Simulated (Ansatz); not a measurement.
One geometry of Al6V⁻, several levels of theory.

```yaml
crystal:
  periodic: [false, false, false]
  atoms:
    - {symbol: V, position_ang: [-1.933072, -0.363758, -0.955605]}
    - {symbol: Al, position_ang: [-1.226631, -1.009087, 1.381086]}
    - {symbol: Al, position_ang: [0.128879, -1.918109, -0.699805]}
    - {symbol: Al, position_ang: [-0.764323, 1.360401, 0.470191]}
    - {symbol: Al, position_ang: [1.889238, 1.907440, 0.202757]}
    - {symbol: Al, position_ang: [0.532599, 0.478246, -1.573216]}
    - {symbol: Al, position_ang: [1.373310, -0.455124, 1.174593]}
basis:
  gaussian: {orbitals: def2-TZVPD, initial_orbitals: start.molden}
total_charge: -1
hamiltonian: {xc: {name: PBE-QIDH}}
scf: {omitted_lower_state_checks: [starts]}
```

The file start.molden holds the orbitals of an earlier run on this structure, at another level or in another basis.

```sh
$ ansatz run in.yaml --threads 4 --pin off --events-out ev --progress --plain --max-ram 4787MiB
```

Shortened log:

```
Functional definition: PBE-QIDH
2033 factors; integrals over basis functions are off by at most 6.4e-4 eV
mean field evaluation 1: about -65214.1873 eV, gradient 2.7e1 eV
mean field evaluation 2: about -65215.2335 eV, gradient 2.2e0 eV
mean field evaluation 4: about -65215.8481 eV, gradient 1.9e0 eV
mean field evaluation 8: about -65215.8989 eV, gradient 6.9e-2 eV
mean field -65215.89907496 eV, -2396.6400860805 hartree, gradient 6.7e-6 eV, S^2 0.000000; 0 other end points of the search recorded, 0 dependent functions left out; unrestricted orbitals would lower it
35 core orbitals not correlated: weight in the atoms' cores, before any rotation towards them, 1.000 or more for the frozen orbitals, at most 0.001 for the correlated occupied ones
reference -65215.89908859 eV, -2396.6400865817 hartree; 16, 16 occupied and 255, 255 virtual orbitals, 2033 factors
second order -32.85032349 eV of doubles, -0.00000000 eV of singles
Total energy: -65226.84919642 eV, -2397.0424956222 hartree
Checks for a lower state left out: starts
```

Hardware: 4 threads of Arm Neoverse V1 on a shared host. Wall time 40 s, peak host memory 1.5 GiB.

The first input with `hamiltonian: {xc: pbe, dispersion: d4}`, `output: {forces: true, orbitals: {seedname: orbitals}}` (abridged; 14 s):

```
Functional definition: PBE
mean field evaluation 16: about -65243.4283 eV, gradient 1.3e-4 eV
mean field -65243.42826524 eV, -2397.6517651635 hartree, gradient 2.0e-6 eV, S^2 0.000000
Total energy: -65243.85295473 eV, -2397.6673722144 hartree
Atom 0 force     0.011994    -0.024198     0.014781 eV/Å
Atom 1 force    -0.099094    -0.191227     0.039897 eV/Å
Atom 2 force    -0.083553    -0.086469     0.018524 eV/Å
Atom 3 force    -0.046602     0.005464    -0.023224 eV/Å
Atom 4 force     0.310916     0.310049    -0.031800 eV/Å
Atom 5 force    -0.064645     0.077594    -0.191880 eV/Å
Atom 6 force    -0.029016    -0.091211     0.173701 eV/Å
Dipole moment:    -0.996689    -0.367102    -0.324325 e Å
Checks for a lower state left out: starts
```

Geometry: r2SCAN-D4/def2-SVPD.

Correlated methods freeze 35 core orbitals; core or outer-core shells of V are correlated, in sets that lack core-valence functions. At PBE-QIDH/def2-TZVPD the restricted singlet (for correlated methods, its reference) is unstable: a solution with broken spin symmetry lies lower. The restricted singlet is unstable towards broken spin symmetry at other levels; at PBE-D4/def2-TZVPD this wasn't settled. At PBE-D4/def2-TZVPD the highest occupied level of the charge -1 singlet lies above zero (up to 0.00 eV). The electron is either unbound and held by the finite basis, or the level is raised by self-interaction error. At PBE-D4/def2-TZVPD an occupied level lies above an empty one. Another isomer (singlet) lies 0.71 eV lower at PBE0-D4/def2-TZVPD; other spin states weren't run for this one.
